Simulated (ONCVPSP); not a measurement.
An all-electron radial function and its pseudo partner (Fe (Z = 26))

Columns: radius, all-electron u(r) and pseudo u(r) of the 3s shell (level -93.51 eV) of iron in the configuration [Ne] 3s2 3p6 3d6 4s2; LDA (Perdew-Wang 92), scalar-relativistic, ONCV scheme, ONCVPSP 4.0.1.

| r (bohr) | all-electron | pseudo |
| --- | --- | --- |
| 0.093 | -0.1815 | 0.2435 |
| 0.185 | -0.6599 | 0.4723 |
| 0.278 | -0.3166 | 0.6799 |
| 0.370 | 0.2705 | 0.8520 |
| 0.463 | 0.7732 | 0.9843 |
| 0.555 | 1.0829 | 1.0690 |
| 0.648 | 1.2207 | 1.1068 |
| 0.740 | 1.2302 | 1.0992 |
| 0.833 | 1.1602 | 1.0522 |
| 0.925 | 1.0491 | 0.9752 |
| 1.018 | 0.9197 | 0.8768 |
| 1.110 | 0.7905 | 0.7693 |
| 1.203 | 0.6677 | 0.6591 |
| 1.295 | 0.5582 | 0.5556 |
| 1.388 | 0.4615 | 0.4610 |
| 1.480 | 0.3794 | 0.3794 |
| 1.573 | 0.3095 | 0.3094 |
| 1.665 | 0.2518 | 0.2517 |
| 1.758 | 0.2035 | 0.2035 |
| 1.850 | 0.1644 | 0.1643 |
| 1.943 | 0.1321 | 0.1320 |
| 2.035 | 0.1061 | 0.1061 |
| 2.128 | 0.0849 | 0.0849 |
| 2.220 | 0.0679 | 0.0679 |
| 2.313 | 0.0542 | 0.0542 |
| 2.405 | 0.0432 | 0.0432 |

**Question.** How many radial nodes do the two functions have?

**Answer.** The all-electron 3s function has n − l − 1 = 2 (the table is too coarse to show those close to the nucleus); the pseudo-wave has 0, since the states of the same l below it are removed with the core.

**Question.** At about which radius was the pseudo-wave matched?

**Answer.** 1.55 bohr, where the columns begin to agree (steps of 0.09 bohr).

**Question.** Is the pseudo-wave norm-conserving?

**Answer.** Yes: the ONCV scheme keeps the norm inside the radius equal to the all-electron one, which fixes the energy derivative of the logarithmic derivative at the level.
